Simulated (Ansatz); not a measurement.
Cost and result for the atomization energy of C2H10BN (`C[BH-](C)[NH3+]`) (14 atoms, 13 bonds).

Cartesian coordinates in Å:
```
C 0.370 -1.440 0.420
B -0.267 -0.181 -0.356
C -1.251 0.737 0.527
N 1.014 0.793 -0.762
H 1.098 -2.008 -0.174
H 0.866 -1.160 1.360
H -0.416 -2.150 0.692
H -0.734 -0.475 -1.447
H -0.796 1.072 1.471
H -1.613 1.633 0.006
H -2.144 0.170 0.807
H 1.498 1.111 0.073
H 0.697 1.609 -1.275
H 1.679 0.289 -1.341
```

Total charge 0; spin multiplicity 1. The geometry is a stationary point of PBE0-D4/def2-TZVP. It is one conformer, not always the lowest. Program: Ansatz. All runs use 4 threads of an Arm Neoverse V1 on a shared host. Times are those of one run each, without the atoms' runs, and a repeat can differ threefold. Electronic energies, without spin–orbit coupling; frozen cores. CCSD(T)/CBS adds CCSD(T) − MP2 in def2-TZVPP to the MP2 limit, and its time is that of the two runs behind it. T1 = 0.009. B3LYP takes the VWN-RPA correlation (the form of Gaussian; ORCA's B3LYP/G).

CCSD(T)/CBS is a level of theory with its own doubt, some kJ/mol a heavy atom from the limit and from the frozen cores, so smaller differences don't rank the functionals.

```
                             level  functions  wall time
            LDA (SPW92)/def2-TZVPP        264      1.2 s
                BLYP-D4/def2-TZVPP        264      1.9 s
   PBE-D4/def2-TZVPP (with forces)        264      2.4 s
               BHLYP-D4/def2-TZVPP        264      2.5 s
           CAM-B3LYP-D4/def2-TZVPP        264      2.8 s
 B3LYP-D4/def2-TZVPP (with forces)        264      3.9 s
r2SCAN-D4/def2-TZVPP (with forces)        264      4.2 s
                  CCSD(T)/def2-SVP        106      4.4 s
               PBE-QIDH/def2-TZVPP        264      4.8 s
  ωB97M-V/def2-TZVPP (with forces)        264       10 s
                    MP2/def2-QZVPP        528       25 s
                CCSD(T)/def2-TZVPP        264    2.3 min
                 CCSD(T)/CBS(def2)          –    2.7 min
```

(1) What atomization energy does each give, and how far from CCSD(T)/CBS? (Estimate.)

Results:

(1) Ansatz gave: 
```json
{"level": "LDA (SPW92)/def2-TZVPP", "atomization (kJ/mol)": "5730.5", "difference from CCSD(T)/CBS": "651.1", "per bond": "50.1"}
{"level": "BLYP-D4/def2-TZVPP", "atomization (kJ/mol)": "5074.8", "difference from CCSD(T)/CBS": "-4.6", "per bond": "-0.4"}
{"level": "PBE-D4/def2-TZVPP (with forces)", "atomization (kJ/mol)": "5152.4", "difference from CCSD(T)/CBS": "73.0", "per bond": "5.6"}
{"level": "BHLYP-D4/def2-TZVPP", "atomization (kJ/mol)": "4998.8", "difference from CCSD(T)/CBS": "-80.6", "per bond": "-6.2"}
{"level": "CAM-B3LYP-D4/def2-TZVPP", "atomization (kJ/mol)": "5123.1", "difference from CCSD(T)/CBS": "43.7", "per bond": "3.4"}
{"level": "B3LYP-D4/def2-TZVPP (with forces)", "atomization (kJ/mol)": "5106.0", "difference from CCSD(T)/CBS": "26.6", "per bond": "2.0"}
{"level": "r2SCAN-D4/def2-TZVPP (with forces)", "atomization (kJ/mol)": "5089.6", "difference from CCSD(T)/CBS": "10.2", "per bond": "0.8"}
{"level": "CCSD(T)/def2-SVP", "atomization (kJ/mol)": "4861.1", "difference from CCSD(T)/CBS": "-218.3", "per bond": "-16.8"}
{"level": "PBE-QIDH/def2-TZVPP", "atomization (kJ/mol)": "5058.5", "difference from CCSD(T)/CBS": "-20.9", "per bond": "-1.6"}
{"level": "ωB97M-V/def2-TZVPP (with forces)", "atomization (kJ/mol)": "5105.7", "difference from CCSD(T)/CBS": "26.3", "per bond": "2.0"}
{"level": "MP2/def2-QZVPP", "atomization (kJ/mol)": "5054.9", "difference from CCSD(T)/CBS": "-24.5", "per bond": "-1.9"}
{"level": "CCSD(T)/def2-TZVPP", "atomization (kJ/mol)": "4972.5", "difference from CCSD(T)/CBS": "-106.9", "per bond": "-8.2"}
{"level": "CCSD(T)/CBS(def2)", "atomization (kJ/mol)": "5079.4", "difference from CCSD(T)/CBS": "0.0", "per bond": "0.0"}
```

In def2-TZVPP, CCSD(T) changes the Hartree–Fock value by +1157.1 kJ/mol (the triples alone add +52.7 kJ/mol) and MP2 by +1176.8 kJ/mol; breaking electron pairs costs correlation energy, which Hartree–Fock lacks. The D4 term adds +34.7 kJ/mol with B3LYP and +18.2 kJ/mol with PBE0; it sums over pairs of atoms, weighted by their polarisabilities, and B3LYP, whose exchange is more repulsive, gets the larger term. From PBE to PBE0 (25 % exact exchange), in def2-TZVPP and without D4, the atomization energy moves by −50.1 kJ/mol: exact exchange takes away binding that semilocal exchange gives to molecules.
